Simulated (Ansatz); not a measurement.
A nudged elastic band was laid between two geometries of CH5GaSn (8 atoms, charge 0, multiplicity 1).

Theory: RKS PBE0/def2-SVP (Ansatz 0.2.0).

```json
{"movable images": "9", "climbing image": "yes", "spring": "5.0 eV/Å²", "optimiser": "quadratic models (default)", "start path": "IDPP", "force threshold": "0.03 eV/Å", "iteration limit": "60", "end points": "relaxed"}
```

Image 0:

```xyz
8
Properties=species:S:1:pos:R:3
C -0.576 0.632 -0.703
Ga 0.048 2.568 -0.693
Sn 0.465 -0.737 0.596
H -1.645 0.589 -0.419
H -0.493 0.223 -1.729
H 0.343 -0.208 2.227
H 2.130 -0.797 0.173
H -0.179 -2.328 0.492
```

Image 10:

```xyz
8
Properties=species:S:1:pos:R:3
C -0.551 0.627 -0.733
Ga -0.236 2.609 -0.402
Sn 0.473 -0.738 0.586
H -1.633 0.415 -0.631
H -0.260 0.355 -1.765
H 0.449 -0.136 2.198
H 2.113 -0.897 0.102
H -0.262 -2.291 0.590
```

(1) What changes between the two ends?

(2) What energy profile does the band end with?

Results:

(1) No bond is made or broken.

(2) It converged. The highest image is number 10 of 0 to 10, 0.0 kcal/mol above the ends, which have the same energy within 2 meV. The highest image is an end point: on this band no image between the ends rises above it.

```tsv
image	path coordinate (Å)	energy (kcal/mol)
0	0.00	0.0
1	0.06	0.0
2	0.12	0.0
3	0.18	0.0
4	0.24	0.0
5	0.30	0.0
6	0.36	0.0
7	0.42	0.0
8	0.49	0.0
9	0.55	0.0
10	0.58	0.0
```

Time of the run: 40 s on 2 threads of AMD EPYC 9R45 96-Core Processor (Zen 5), on a shared host, peak memory 0.25 GiB.
